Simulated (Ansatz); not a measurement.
Cost and result up the ladder for Mg₄H₆ (10 atoms). Total charge 0; singlet. Geometry: r2SCAN-D4/def2-SVP.

```xyz
10

Mg    1.584    0.722    0.700
Mg   -1.006   -1.201    1.701
Mg   -1.506    1.084    0.039
Mg    0.172   -1.167   -1.462
H     1.552   -0.053   -0.968
H    -1.308    0.066   -1.415
H     0.123   -2.628   -2.355
H    -2.471    0.318    1.342
H     2.845    1.023    1.821
H     0.014    1.835    0.597
```

Ansatz on 4 threads of Arm Neoverse V1 on a shared host. Times are rough, and most runs start from the orbitals of an earlier one. No level here is sound enough to serve as a yardstick. Binding counts from free atoms at the same level (Mg singlet, H doublet; other spins of the atoms weren't run), without zero-point energy or a counterpoise term.

Correlated methods freeze 4 core orbitals; core or outer-core shells of Mg are correlated, in sets that lack core-valence functions. Another isomer (singlet) lies 0.40 eV lower at PBE0-D4/def2-TZVP; other spin states weren't run for this one.

Correlated methods converge slowly with the basis.

```
                         level  functions  binding energy per atom (eV)                        remarks
PBE-D4/def2-TZVP (with forces)        164                          1.63  restricted SCF unstable in HF
             ωB97M-V/def2-TZVP        164                          1.63  restricted SCF unstable in HF
          r2SCANh-D4/def2-TZVP        164                          1.71  restricted SCF unstable in HF
             PBE0-D4/def2-TZVP        164                          1.64  restricted SCF unstable in HF
           r2SCAN-D4/def2-TZVP        164                          1.72  restricted SCF unstable in HF
             CCSD(T)/def2-TZVP        164                          1.55        restricted SCF unstable
```

Problem. Estimate how long each takes.

Solution. PBE-D4/def2-TZVP (with forces) 1.9 s; PBE0-D4/def2-TZVP 2.2 s; r2SCAN-D4/def2-TZVP 3.7 s; r2SCANh-D4/def2-TZVP 4.3 s; ωB97M-V/def2-TZVP 8.5 s; CCSD(T)/def2-TZVP 86 s. On shared hardware such times vary by a factor of up to 3.
